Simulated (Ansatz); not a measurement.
`B[SiH](O)[SiH3]` + `[CH3][AlH][SH]` → `[CH3][AlH][S][SiH3]` + `B[SiH2]O`  (cleavage of the Si–Si bond)

Computed with Ansatz on PBE0-D4/def2-TZVP structures; ΔE is electronic, products minus reactants. CCSD(T)/CBS is the MP2 limit (def2-TZVPP, def2-QZVPP) plus CCSD(T) − MP2 in def2-TZVPP, frozen cores. This one scheme is used for every species. Functionals use def2-TZVPP. One conformer a species, not always the lowest.

```csv
level,ΔE (kJ/mol)
PBE0-D4,-48.2
PBE,-38.8
```

(1) What does CCSD(T)/CBS give? (Best estimate.)

Largest T1 diagnostic among the species: 0.014.

## Answers

(1) Computed: -58.5 kJ/mol. The listed levels differ from it by 10.3, 19.7 kJ/mol.

From PBE to PBE0 (25 % exact exchange), in def2-TZVPP and without D4, ΔE moves by −7.6 kJ/mol. The D4 term adds −3.5 kJ/mol with B3LYP and −1.8 kJ/mol with PBE0; it sums over pairs of atoms, weighted by their polarisabilities, and B3LYP, whose exchange is more repulsive, gets the larger term.

B3LYP here is the variant with VWN-RPA as its local correlation; programs differ in this.
